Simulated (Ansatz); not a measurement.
Reaction (hydrogenolysis of a Ge–Cl bond): `C[O][GeH]([SH])[Cl]` + H₂ → `C[O][GeH2][SH]` + HCl

Isolated molecules relaxed with PBE0-D4/def2-TZVP in Ansatz; ΔE leaves out vibrations. CCSD(T)/CBS adds triple-zeta CCSD(T) − MP2 to the extrapolated MP2 energy (def2 sets, frozen cores). This one scheme is used for every species. Functionals use def2-TZVPP. B3LYP here is the variant with VWN-RPA as its local correlation; programs differ in this. For Ge outer-core shells are correlated without core-valence functions, which leaves a few kJ/mol of doubt a bond. Scalar relativity is left out up to krypton. One conformer a species, not always the lowest.

`C[O][GeH]([SH])[Cl]`:

Cartesian coordinates in Å:
```
C 1.307 -0.885 0.056
O 0.917 0.204 -0.755
Ge -0.609 1.026 -0.462
S -2.322 -0.371 -0.460
Cl -0.517 1.923 1.494
H 2.234 -1.286 -0.356
H 1.491 -0.571 1.089
H 0.552 -1.680 0.056
H -0.719 2.096 -1.544
H -2.335 -0.455 0.880
```

H₂:

Z-matrix (Å, degrees):
```
H
H 1 0.746
```

`C[O][GeH2][SH]`:

Z-matrix (Å, degrees):
```
C
O 1 1.409
H 1 1.098 2 111.9
H 1 1.092 2 107.9 3 -118.9
H 1 1.096 2 111.9 3 121.9
Ge 2 1.773 1 118.8 3 -61.9
S 6 2.220 2 111.0 1 -59.5
H 6 1.538 2 110.1 1 56.2
H 6 1.530 2 104.0 1 179.9
H 7 1.343 6 94.0 2 -68.8
```

HCl:

Z-matrix (Å, degrees):
```
Cl
H 1 1.279
```

```tsv
level	ΔE (kJ/mol)
B3LYP-D4	64.9
r2SCAN	66.6
B3LYP	54.8
MP2/def2-TZVPP	69.1
CCSD/def2-TZVPP	55.3
HF/def2-QZVPP	50.2
MP2/def2-QZVPP	70.3
CCSD/CBS(def2)	57.8
```

Problem. What does CCSD(T)/CBS give? (Estimate.)

Solution. Computed: +62.3 kJ/mol. The listed levels differ from it by 2.6, 4.3, -7.5, 6.8, -7.0, -12.1, 8.0, -4.5 kJ/mol.

Largest T1 diagnostic among the species: 0.012.

The D4 term adds +10.1 kJ/mol with B3LYP and +5.5 kJ/mol with PBE0; it sums over pairs of atoms, weighted by their polarisabilities, and B3LYP, whose exchange is more repulsive, gets the larger term. In def2-TZVPP, CCSD(T) changes the Hartree–Fock value by +8.9 kJ/mol (the triples alone add +4.5 kJ/mol) and MP2 by +18.3 kJ/mol.
